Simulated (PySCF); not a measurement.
# State search for AlI

Unrestricted PBE0; PySCF, scalar-relativistic core potentials, basis sets Al def2-SVP, I def2-SVP with ECP28. Outer shells of the fragments: Al 3s2 3p1; I 4d10 5s2 5p5.

Followed along the bond (rough minima from three points):

```tsv
2Ms+1	unpaired	⟨S²⟩ at the start	R at minimum (Å)	Te (eV)
1	none	0.00	2.56	0.00
3	σ ↑, π ↑	2.00	2.51	2.53
```

Solutions found at the starting distance of 2.505 Å, counted from the lowest of them; the search is not exhaustive and high or unbound solutions are not listed, so other states can lie among these:

| 2Ms+1 | unpaired | term | E (eV) | ⟨S²⟩ | ⟨Lz²⟩ | μ (D) |
| --- | --- | --- | --- | --- | --- | --- |
| 1 | none | ¹Σ⁺ | 0.00 | 0.00 | 0.00 | -1.47 |
| 3 | σ ↑, π ↑ | ³Π | 2.51 | 2.00 | 1.00 | -1.46 |
| 1 | σ ↑, π ↓ | mixed | 3.08 | 1.01 | 1.01 | -0.83 |
| 3 | π ↑↑ | mixed | 4.72 | 2.01 | 2.01 | 4.36 |
| 3 | σ ↑↑ | ³Σ⁺ | 4.88 | 2.00 | 0.00 | -1.15 |
| 3 | π ↑↑ | mixed | 4.89 | 2.01 | 2.01 | 4.35 |

A term symbol is given only where ⟨S²⟩ and ⟨Lz²⟩ are close to those of a pure state; real π, δ and φ orbitals otherwise mix terms. A positive dipole means Al(−)I(+).

The measured ground state is X ¹Σ+ (Huber and Herzberg, Constants of Diatomic Molecules (1979)).

Spin–orbit coupling is left out. Counting both spins, an empty level lies below a filled one in some of these solutions, because spin and occupation are held.
